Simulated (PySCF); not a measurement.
ClO$_{2}$W (SMILES [O]=[W](=[O])[Cl]), doublet, at a GFN2-xTB geometry (such geometries of metal compounds can be far from the true shape) (the multiplicity is a formal guess) (core potentials on W).

PySCF was given this input:
```python
from pyscf import gto, scf, dft

mol = gto.M(
    atom='''
W     0.10569345   -0.14536463    0.11632561
O     1.67571442   -0.57054583   -0.30281806
O    -0.63881661   -0.85554319    1.44402192
Cl   -0.94802926    1.30386438   -1.04339564
''',
    basis='def2-svp',
    ecp={'W': 'def2-svp'},
    spin=1,
    verbose=3,
)

mf = dft.UKS(mol)
mf.xc = 'pbe0'
mf.kernel()
```

### Question
What does this run give for the Mulliken (on the basis functions themselves) charges in atom order, total energy, dipole moment, <S^2>, number of basis functions, nuclear repulsion energy?

### Answer

```
Property                                                                                            Result
------------------------------------------------------------------  --------------------------------------
Mulliken (on the basis functions themselves) charges in atom order  W1 0.86, O2 -0.33, O3 -0.33, Cl4 -0.20
total energy                                                                                  -677.2510 Eh
dipole moment                                                                                       2.08 D
<S^2>                                                                                                0.760
number of basis functions                                                                               78
nuclear repulsion energy                                                                       184.7056 Eh
```

These values belong to the state on which the SCF converged, which isn't shown to be the lowest.
